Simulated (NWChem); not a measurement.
System: C$_{3}$H$_{4}$O$_{2}$Si; SMILES O=C1CC(=O)[SiH2]1

NWChem printed, in part:

```
             Northwest Computational Chemistry Package (NWChem) 7.3.0
             --------------------------------------------------------

 C2V symmetry detected

                             Geometry "geometry" -> ""
                             -------------------------

 Output coordinates in angstroms (scale by  1.889725989 to convert to a.u.)

  No.       Tag          Charge          X              Y              Z
 ---- ---------------- ---------- -------------- -------------- --------------
    1 O                    8.0000     2.36537700     0.00000000    -0.51892335
    2 C                    6.0000     1.18330100     0.00000000    -0.27062535
    3 C                    6.0000     0.00000000     0.00000000    -1.26608435
    4 C                    6.0000    -1.18330100     0.00000000    -0.27062535
    5 O                    8.0000    -2.36537700     0.00000000    -0.51892335
    6 Si                  14.0000     0.00000000     0.00000000     1.33080765
    7 H                    1.0000     0.00000000     0.89215300    -1.93398835
    8 H                    1.0000     0.00000000    -0.89215300    -1.93398835
    9 H                    1.0000     0.00000000    -1.23515100     2.19172665
   10 H                    1.0000     0.00000000     1.23515100     2.19172665

 Effective nuclear repulsion energy (a.u.)     260.7817639063

      Symmetry information
      --------------------

 Group name             C2v
 Group number             16
 Group order               4
 No. of unique centers     6

  pbe96 is a nonlocal functional; adding pw91lda local functional.

                                 NWChem DFT Module
                                 -----------------

 Summary of "ao basis" -> "ao basis" (spherical)
 ------------------------------------------------------------------------------
       Tag                 Description            Shells   Functions and Types
 ---------------- ------------------------------  ------  ---------------------
 O                           sto-3g                  3        5   2s1p
 C                           sto-3g                  3        5   2s1p
 Si                          sto-3g                  5        9   3s2p
 H                           sto-3g                  1        1   1s

      Symmetry analysis of basis
      --------------------------

        a1         18
        a2          2
        b1         11
        b2          7

            General Information
            -------------------
          SCF calculation type: DFT
          Wavefunction type:  closed shell.
          No. of atoms     :    10
          No. of electrons :    52
           Alpha electrons :    26
            Beta electrons :    26
          Charge           :     0
          Spin multiplicity:     1
          Use of symmetry is: on ; symmetry adaption is: on
          Maximum number of iterations: 150
          AO basis - number of functions:    38
                     number of shells:    24
          Convergence on energy requested:  1.00D-06
          Convergence on density requested:  1.00D-05
          Convergence on gradient requested:  5.00D-04

              XC Information
              --------------
          PerdewBurkeErnzerhof Exchange Functional  1.000
            Perdew 1991 LDA Correlation Functional  1.000 local
           PerdewBurkeErnz. Correlation Functional  1.000 non-local

             Grid Information
             ----------------
          Grid used for XC integration:  medium
          Radial quadrature: Mura-Knowles
          Angular quadrature: Lebedev.
          Tag              B.-S. Rad. Rad. Pts. Rad. Cut. Ang. Pts.
          ---              ---------- --------- --------- ---------
          O                   0.60       49          10.0       434
          C                   0.70       49          10.0       434
          Si                  1.10       88           9.0       590
          H                   0.35       45          11.0       434
          Grid pruning is: on
          Number of quadrature shells:   325
          Spatial weights used:  Erf1

      Superposition of Atomic Density Guess
      -------------------------------------

 Sum of atomic energies:        -546.40760056

      Non-variational initial energy
      ------------------------------

 Total energy =    -547.120131
 1-e energy   =   -1280.666300
 2-e energy   =     472.764405
 HOMO         =      -0.049534
 LUMO         =       0.170588

      Symmetry analysis of molecular orbitals - initial
      -------------------------------------------------

  Numbering of irreducible representations:

     1 a1          2 a2          3 b1          4 b2

  Orbital symmetries:

     1 a1          2 b1          3 a1          4 a1          5 a1
     6 b1          7 a1          8 a1          9 b2         10 b1
    11 a1         12 b1         13 a1         14 a1         15 b1
    16 a1         17 a1         18 b2         19 b1         20 a2
    21 a1         22 b2         23 b1         24 b2         25 a1
    26 b1         27 b2         28 a2         29 b1         30 a1
    31 a1         32 b2         33 a1         34 a1         35 b1
    36 b2

     ---------------------------------------------
      Total Density - Mulliken Population Analysis
     ---------------------------------------------

    Atom       Charge   Shell Charges
 -----------   ------   -------------------------------------------------------
    1 O    8     8.78   2.00  1.86  4.93
    2 C    6     5.41   1.99  1.30  2.12
    3 C    6     6.13   1.99  1.32  2.82
    4 C    6     5.41   1.99  1.30  2.12
    5 O    8     8.78   2.00  1.86  4.93
    6 Si  14    13.26   2.00  1.99  5.88  1.35  2.04
    7 H    1     0.93   0.93
    8 H    1     0.93   0.93
    9 H    1     1.18   1.18
   10 H    1     1.18   1.18

   convergence    iter        energy       DeltaE   RMS-Dens  Diis-err
 ---------------- ----- ----------------- --------- --------- ---------
 d= 0,ls=0.0,diis     1   -548.9402624074 -8.10D+02  1.59D-01  2.22D+00
 d= 0,ls=0.0,diis     2   -543.8747869817  5.07D+00  1.42D-01  3.34D+01
 d= 0,ls=0.0,diis     3   -549.2658785911 -5.39D+00  2.82D-02  2.06D-01
 d= 0,ls=0.0,diis     4   -549.2829212144 -1.70D-02  1.28D-02  8.51D-02
 d= 0,ls=0.0,diis     5   -549.3037515979 -2.08D-02  1.16D-03  1.22D-03
  Resetting Diis
 d= 0,ls=0.0,diis     6   -549.3038967415 -1.45D-04  4.51D-04  2.77D-04
 d= 0,ls=0.0,diis     7   -549.3039381242 -4.14D-05  3.11D-04  1.52D-05
 d= 0,ls=0.0,diis     8   -549.3039249150  1.32D-05  2.23D-04  1.15D-04
 d= 0,ls=0.0,diis     9   -549.3039402444 -1.53D-05  4.07D-05  2.48D-06
 d= 0,ls=0.0,diis    10   -549.3039406274 -3.83D-07  6.06D-06  3.62D-08

         Total DFT energy =     -549.303940627366
      One electron energy =    -1277.417490834395
           Coulomb energy =      522.758972406182
    Exchange-Corr. energy =      -55.427186105445
 Nuclear repulsion energy =      260.781763906291

 Numeric. integr. density =       52.000007021696

                  Occupations of the irreducible representations
                  ----------------------------------------------

                     irrep           alpha         beta
                     --------     --------     --------
                     a1               13.0         13.0
                     a2                1.0          1.0
                     b1                8.0          8.0
                     b2                4.0          4.0

                       DFT Final Molecular Orbital Analysis
                       ------------------------------------

 Vector   24  Occ=2.000000D+00  E=-2.364550D-01  Symmetry=b2
              MO Center= -8.3D-15,  4.1D-17,  1.3D-01, r^2= 5.3D+00
   Bfn.  Coefficient  Atom+Function         Bfn.  Coefficient  Atom+Function
  ----- ------------  ---------------      ----- ------------  ---------------
     4      0.432767   1 O  py               24      0.432767   5 O  py
    37      0.298778   9 H  s                38     -0.298778  10 H  s
     9      0.272027   2 C  py               19      0.272027   4 C  py
    33     -0.228964   6 Si py               14     -0.190910   3 C  py
    35     -0.186202   7 H  s                36      0.186202   8 H  s

 Vector   25  Occ=2.000000D+00  E=-1.004580D-01  Symmetry=a1
              MO Center= -1.9D-15, -2.4D-17, -1.6D-01, r^2= 4.8D+00
   Bfn.  Coefficient  Atom+Function         Bfn.  Coefficient  Atom+Function
  ----- ------------  ---------------      ----- ------------  ---------------
     5      0.546587   1 O  pz               25      0.546587   5 O  pz
    31     -0.347412   6 Si s                34      0.346853   6 Si pz
    15      0.320562   3 C  pz               12      0.312577   3 C  s
    37      0.192731   9 H  s                38      0.192731  10 H  s
    30     -0.132022   6 Si pz               35     -0.104116   7 H  s

 Vector   26  Occ=2.000000D+00  E=-7.487921D-02  Symmetry=b1
              MO Center=  1.8D-15, -2.7D-18, -2.4D-01, r^2= 4.9D+00
   Bfn.  Coefficient  Atom+Function         Bfn.  Coefficient  Atom+Function
  ----- ------------  ---------------      ----- ------------  ---------------
     5      0.577915   1 O  pz               25     -0.577915   5 O  pz
    32     -0.422660   6 Si px               13      0.367487   3 C  px
    28      0.154131   6 Si px               10     -0.127828   2 C  pz
    20      0.127828   4 C  pz                3      0.105796   1 O  px
    23      0.105796   5 O  px                7     -0.083608   2 C  s

 Vector   27  Occ=0.000000D+00  E= 2.402721D-02  Symmetry=b2
              MO Center=  1.3D-15,  2.6D-18, -3.5D-01, r^2= 4.1D+00
   Bfn.  Coefficient  Atom+Function         Bfn.  Coefficient  Atom+Function
  ----- ------------  ---------------      ----- ------------  ---------------
     9     -0.523859   2 C  py               19     -0.523859   4 C  py
     4      0.501918   1 O  py               24      0.501918   5 O  py
    35      0.261020   7 H  s                36     -0.261020   8 H  s
    37     -0.211212   9 H  s                38      0.211212  10 H  s
    33     -0.174421   6 Si py               29      0.051199   6 Si py

 Vector   28  Occ=0.000000D+00  E= 4.991445D-02  Symmetry=a2
              MO Center= -2.9D-16,  1.0D-16, -3.7D-01, r^2= 3.7D+00
   Bfn.  Coefficient  Atom+Function         Bfn.  Coefficient  Atom+Function
  ----- ------------  ---------------      ----- ------------  ---------------
     9      0.605916   2 C  py               19     -0.605916   4 C  py
     4     -0.528582   1 O  py               24      0.528582   5 O  py

 Vector   29  Occ=0.000000D+00  E= 1.463721D-01  Symmetry=b1
              MO Center=  1.2D-15, -4.3D-17,  7.5D-01, r^2= 2.4D+00
   Bfn.  Coefficient  Atom+Function         Bfn.  Coefficient  Atom+Function
  ----- ------------  ---------------      ----- ------------  ---------------
    32      0.962455   6 Si px                7     -0.516622   2 C  s
    17      0.516622   4 C  s                13      0.389115   3 C  px
    28     -0.305204   6 Si px               10     -0.263967   2 C  pz
    20      0.263967   4 C  pz                8      0.217909   2 C  px
    18      0.217909   4 C  px                5      0.151223   1 O  pz

     ---------------------------------------------
      Total Density - Mulliken Population Analysis
     ---------------------------------------------

    Atom       Charge   Shell Charges
 -----------   ------   -------------------------------------------------------
    1 O    8     8.16   2.00  1.89  4.27
    2 C    6     5.98   1.99  1.24  2.74
    3 C    6     6.20   1.99  1.22  2.99
    4 C    6     5.98   1.99  1.24  2.74
    5 O    8     8.16   2.00  1.89  4.27
    6 Si  14    13.53   2.00  1.98  5.87  1.35  2.33
    7 H    1     0.90   0.90
    8 H    1     0.90   0.90
    9 H    1     1.10   1.10
   10 H    1     1.10   1.10

     -------------------------------------------
      Total Density - Lowdin Population Analysis
     -------------------------------------------

    Atom       Charge   Shell Charges
 -----------   ------   -------------------------------------------------------
    1 O    8     8.08   2.00  1.76  4.32
    2 C    6     6.02   1.99  1.18  2.85
    3 C    6     6.15   1.98  1.08  3.08
    4 C    6     6.02   1.99  1.18  2.85
    5 O    8     8.08   2.00  1.76  4.32
    6 Si  14    13.55   2.00  1.98  5.82  1.27  2.49
    7 H    1     0.94   0.94
    8 H    1     0.94   0.94
    9 H    1     1.11   1.11
   10 H    1     1.11   1.11

     Multipole analysis of the density
     ---------------------------------

     L   x y z        total         alpha         beta         nuclear
     -   - - -        -----         -----         ----         -------
     0   0 0 0     -0.000000    -26.000000    -26.000000     52.000000

     1   1 0 0     -0.000000     -0.000000     -0.000000      0.000000
     1   0 1 0      0.000000      0.000000      0.000000      0.000000
     1   0 0 1      0.194281      0.097141      0.097141     -0.000000

     2   2 0 0    -34.313336   -206.998998   -206.998998    379.684659
     2   1 1 0      0.000000      0.000000      0.000000      0.000000
     2   1 0 1      0.000000      0.000000      0.000000      0.000000
     2   0 2 0    -26.634157    -21.607429    -21.607429     16.580701
     2   0 1 1      0.000000      0.000000      0.000000      0.000000
     2   0 0 2    -26.528680   -114.482260   -114.482260    202.435840
```

Level: PBE/STO-3G. All runs use the structure optimised with PBE-D3(BJ)/def2-SVP.

Problem. Reconstruct the input file.

Solution. One answer among several that fit: the input that was run:
```
start job
memory heap 200 mb stack 900 mb global 1100 mb
geometry units angstroms noautoz
  O      2.365377     0.000000    -0.528766
  C      1.183301     0.000000    -0.280468
  C      0.000000     0.000000    -1.275927
  C     -1.183301     0.000000    -0.280468
  O     -2.365377     0.000000    -0.528766
  Si     0.000000     0.000000     1.320965
  H      0.000000     0.892153    -1.943831
  H      0.000000    -0.892153    -1.943831
  H      0.000000    -1.235151     2.181884
  H      0.000000     1.235151     2.181884
end
basis spherical
  * library sto-3g
end
dft
  xc xpbe96 cpbe96
  iterations 150
  mulliken
end
task dft energy
```
